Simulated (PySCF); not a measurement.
A made-up structure of LiInHCl, singlet:

```csv
atom,x (Å),y (Å),z (Å)
Li1,-1.6310,-0.2263,-1.5597
In2,0.1060,1.1003,0.4461
Cl3,-0.0786,-1.7842,-0.6379
H4,1.6036,0.9102,1.7515
```

It is relaxed with PBE-D4/def2-SVP and then PBE0-D4/def2-TZVP (PySCF 2.14 with density fitting (its default auxiliary sets; JK sets also for MP2 and CCSD(T))). Atoms count as bonded within 1.22 times the sum of their covalent radii (H–H: 0.88 Å). The end point is not checked to be a true minimum.

Problem. Does its bonding change? (A judgement: the text doesn't fix the answer.)

Solution. Computed: Yes. Formed: In2–Cl3; broken: none.

Where it ends: The first stage lowers the energy by 0.39 eV in 8 steps. It ends as LiInHCl ([Li]1[Cl][InH]1):
Li1  (-1.436, -0.209, -1.393)
In2  (0.117, 0.981, 0.394)
Cl3  (-0.055, -1.600, -0.558)
H4  (1.451, 0.813, 1.563)
(Å)

Labels in which every atom is bracketed show which atoms are joined, not bond orders.

For scale, one of the runs: PBE0-D4/def2-TZVP relaxation, 107 basis functions, launched by `OMP_NUM_THREADS=2 python run.py`. The run took 57 s on 2 CPU threads of an AMD EPYC 7B13 (shared host), with 1.1 GiB of host memory at its peak.
